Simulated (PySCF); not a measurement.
## Relaxation of singlet SeI2

These are results of PBE0/[Se def2-TZVP, I def2-TZVP with ECP28], scalar-relativistic core potentials, density fitting, no spin–orbit coupling, PySCF, not measurements. A (50,194) grid was used.

A start displaced from a saddle point along its imaginary mode, of C2v symmetry, held to at least that symmetry:

```xyz
3
charge 0 multiplicity 1, angstrom
Se    0.1174    0.0250    0.0000
I    -0.0370   -0.0079    2.6207
I    -0.0370   -0.0079   -2.6207
```

Task: What forces act on the atoms at the start (eV/Å)?

Result: 
```csv
atom,Fx,Fy,Fz
Se1,0.89,0.19,0.00
I2,-0.44,-0.10,-0.17
I3,-0.44,-0.10,0.17
```

Task: What does it relax to?

Result: It ends at C2v with Se–I 2.503 Å (×2); I–Se–I 104.2° (after a last refinement on a finer grid). The frequency run here used a shortcut that can spoil soft modes, so no verdict on minimum or saddle point is given. Other isomers or separated fragments may lie lower.

Task: How much energy is released, and in how many steps?

Result: 174.3 kJ/mol in 8 steps.

The relaxation took about 2.2 core-minutes on a shared host.
